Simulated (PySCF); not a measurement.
These are PBE-D3(BJ)/def2-TZVP // B3LYP-D3(BJ)/def2-TZVP in PySCF values and carry that method's errors. Isolated molecules, 0 K electronic values unless said otherwise. Excitations are Tamm–Dancoff values on a coarser integration grid. The basis has no diffuse functions, so Rydberg states are missing or too high.

Reference species (SMILES): `NBN` (neutral, multiplicity 1).

```
Quantity              Result
-------------------  -------
S1 excitation (TDA)  5.87 eV
HOMO–LUMO gap        5.78 eV
```

Changed species: `NB(N)N` (0 of 3 NH2 replaced by H; the reference has 1 of 3 NH2 replaced by H).

Q: Give the shifts of the S1 excitation (TDA) and HOMO–LUMO gap.

A: the S1 excitation (TDA) falls by 0.63 eV, to 5.24 eV; the HOMO–LUMO gap falls by 0.61 eV, to 5.17 eV.
